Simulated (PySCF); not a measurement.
Delta-SCF ions had no search for a lower state. Excitations are Tamm–Dancoff values on a coarser integration grid. The basis has no diffuse functions, so Rydberg states are missing or too high.

## CH3BN2, SMILES `[H]/N=C\N=B` (charge 0, multiplicity 1)

Calculation: r2SCAN-D4/def2-TZVP (PySCF 2.14.0).

```
Property                                                        Value
--------------------------------------  -----------------------------
HOMO                                                         -6.81 eV
dipole moment                                                  3.04 D
HOMO–LUMO gap                                                 4.95 eV
LUMO                                                         -1.86 eV
S1 excitation (TDA)                                           5.14 eV
S1 oscillator strength                                          0.003
T1 excitation (TDA)                                           4.03 eV
S1–T1 gap (TDA)                                               1.12 eV
vertical ionisation energy (Delta-SCF)                       10.16 eV
total energy                                             -174.2138 Ha
cost                                    around 5 core-minutes (rough)
```

```xyz
7

B      1.6248     0.4438     0.0662
N      0.5145    -0.0386    -0.2259
C     -0.6828    -0.6062    -0.5467
N     -1.7956    -0.0112    -0.6972
H      2.6612     0.9088     0.3407
H     -0.6463    -1.6895    -0.6819
H     -1.6760     0.9931    -0.5402
```
